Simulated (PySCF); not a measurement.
**`[C@@H]1(F)[C@H](CB)C1`, C₄H₈BF**

Geometry:
```
atom   x (Å)   y (Å)   z (Å)
  B1   1.750  -1.112   0.799
  C2   0.289  -0.546   0.905
  C3  -0.035   0.647   0.031
  C4  -1.465   0.950  -0.337
  C5  -0.516   0.430  -1.368
  F6  -0.695  -0.854  -1.803
  H7   2.029  -2.059   1.422
  H8   2.554  -0.598   0.125
  H9  -0.414  -1.352   0.672
 H10   0.078  -0.288   1.949
 H11   0.623   1.495   0.174
 H12  -2.223   0.265   0.012
 H13  -1.796   1.974  -0.412
 H14  -0.180   1.048  -2.191
```

Level of theory: PySCF, TDDFT CAM-B3LYP/def2-SVPD circular dichroism and optical rotation, one conformer, gas phase. Geometry: GFN2-xTB.

The molecule is flexible and this is one conformer; a measurement averages over conformers.

**Question.** Draw the ECD and absorption spectra from the lowest 8 states, each a Gaussian of half-width 0.25 eV at 1/e height.

**Answer.** 
| E (eV) | λ (nm) | Δε (L mol⁻¹ cm⁻¹) | ε (L mol⁻¹ cm⁻¹) |
| --- | --- | --- | --- |
| 5.09 | 244 | +0.01 | 1.26 |
| 5.24 | 237 | +0.06 | 9.67 |
| 5.39 | 230 | +0.25 | 36.3 |
| 5.54 | 224 | +0.60 | 66.6 |
| 5.69 | 218 | +1.42 | 62.3 |
| 5.84 | 212 | +3.26 | 36.6 |
| 5.99 | 207 | +4.41 | 24.9 |
| 6.14 | 202 | +2.10 | 43.6 |
| 6.29 | 197 | -3.74 | 146 |
| 6.44 | 192 | -10.39 | 313 |
| 6.59 | 188 | -11.27 | 334 |
| 6.74 | 184 | -5.87 | 173 |
| 6.89 | 180 | -1.48 | 43.9 |
| 7.04 | 176 | -0.21 | 5.99 |
| 7.19 | 172 | -0.37 | 8.34 |
| 7.34 | 169 | -2.28 | 54.1 |
| 7.49 | 166 | -6.95 | 184 |
| 7.64 | 162 | -9.86 | 325 |
| 7.79 | 159 | -5.46 | 318 |
| 7.94 | 156 | +0.95 | 250 |
| 8.09 | 153 | +5.70 | 448 |

Δε uses R in velocity form, ε uses f in length form. Only the states computed contribute, so the short-wavelength end is incomplete.
